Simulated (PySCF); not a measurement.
Isomers of C6H5NO, mass 107.037 u with the commonest isotopes. The calculation used PBE0-D3(BJ)/def2-SVP geometry optimisation, gas phase in PySCF 2.14.0. One conformer each, none proved a minimum here; rigid rotors.

Question: Order these by rotational constant C, smallest first.
A. `[O:1]=[CH:2][c:3]1[cH:4][cH:5][cH:6][n:7][cH:8]1` with O1–C2–C3–C4 0° (3-pyridinecarboxaldehyde)
B. `[O:1]=[N:2][c:3]1[cH:4][cH:5][cH:6][cH:7][cH:8]1` with O1–N2–C3–C4 180° (nitrosobenzene)
C. `[CH:1]#[C:2]/[C:3](=[CH:4]\[C:5]#[N:6])[O:7][CH3:8]` with C2–C3–O7–C8 -1°

Answer: C (1038 MHz), A (1229 MHz), B (1258 MHz).

Question: Order these by rotational constant A, largest first.
A. `[O:1]=[CH:2][c:3]1[cH:4][cH:5][cH:6][n:7][cH:8]1` with O1–C2–C3–C4 0° (3-pyridinecarboxaldehyde)
B. `[CH:1]#[C:2]/[C:3](=[CH:4]\[C:5]#[N:6])[O:7][CH3:8]` with C2–C3–O7–C8 -1°
C. `[O:1]=[N:2][c:3]1[cH:4][cH:5][cH:6][cH:7][cH:8]1` with O1–N2–C3–C4 180° (nitrosobenzene)

Answer: A (5436 MHz), C (5265 MHz), B (3848 MHz).

Question: Order these by radius of gyration √(Σ m r²/M), largest first.
A. `[CH:1]#[C:2]/[C:3](=[CH:4]\[C:5]#[N:6])[O:7][CH3:8]` with C2–C3–O7–C8 -1°
B. `[O:1]=[N:2][c:3]1[cH:4][cH:5][cH:6][cH:7][cH:8]1` with O1–N2–C3–C4 180°
C. `[O:1]=[CH:2][c:3]1[cH:4][cH:5][cH:6][n:7][cH:8]1` with O1–C2–C3–C4 0° (3-pyridinecarboxaldehyde)

Answer: A (2.137 Å), C (1.960 Å), B (1.937 Å).

| SMILES | point group | Ia (u·Å²) | Ib (u·Å²) | Ic (u·Å²) | κ | μa (D) | μb (D) | μc (D) |
| --- | --- | --- | --- | --- | --- | --- | --- | --- |
| O=Cc1cccnc1 | Cs | 92.97 | 318.23 | 411.20 | -0.83 | 1.44 | 0.54 | 0.00 |
| C#C/C(=C\C#N)OC | Cs | 131.32 | 358.93 | 487.01 | -0.74 | 5.47 | 0.76 | 0.01 |
| O=Nc1ccccc1 | Cs | 95.99 | 305.71 | 401.70 | -0.80 | 3.60 | 0.25 | 0.00 |
